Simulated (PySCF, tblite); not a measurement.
Species: CH11O2PSi3.
Z-matrix (Å and degrees, GFN2-xTB geometry), rows numbered from 1:
```
C 
Si  1  1.8950
O   2  1.6309  1  110.09
Si  3  1.6153  2  145.78  1    24.94
P   4  2.2318  3  108.00  2   -65.02
O   4  1.6182  3  111.16  2    52.11
Si  6  1.6208  4  148.44  3   -32.08
H   1  1.0884  2  110.85  3    59.16
H   1  1.0881  2  110.80  3   -59.81
H   1  1.0858  2  112.20  3   179.65
H   2  1.4637  1  112.79  3  -113.78
H   2  1.4648  1  111.88  3   117.89
H   4  1.4547  3  104.34  2   164.50
H   5  1.3842  4   95.43  3  -162.49
H   5  1.3855  4   94.90  3   -69.23
H   7  1.4625  6  109.05  4    46.47
H   7  1.4640  6  108.16  4   -74.19
H   7  1.4594  6  102.58  4   166.47
```

Jobs on this species (18 atoms, 90 electrons) with PySCF (density fitting) and tblite. Hardware of each: Arm Neoverse N1, one thread, no GPU, on a shared host. Other jobs ran on the host; a repeat could differ by tens of per cent or more.

```json
{"level and settings": "PBE0/pcSseg-1", "work": "shieldings, charges and field gradients", "basis functions": "202", "SCF cycles": "?", "wall time": "?"}
{"level and settings": "GFN2-xTB", "work": "L-BFGS relaxation", "basis functions": "–", "SCF cycles": "–", "wall time": "?"}
{"level and settings": "B3LYP/def2-SVPD", "work": "8 singlets by full TDDFT, 3 Tamm–Dancoff triplets, polarisability, density and orbital grids written", "basis functions": "250", "SCF cycles": "13", "wall time": "2.1 min"}
{"level and settings": "GFN2-xTB", "work": "Hessian by finite differences", "basis functions": "–", "SCF cycles": "–", "wall time": "1.6 s"}
```

Task: Fill in the missing figures.

Result: 
- PBE0/pcSseg-1; shieldings, charges and field gradients: 66 s, 13 SCF cycles
- GFN2-xTB; L-BFGS relaxation: 4.8 s

Task: What do all jobs in the table cost together?

Result: About 3.3 min; the longest takes about 64 % of that, and about 79 times as long as the shortest.
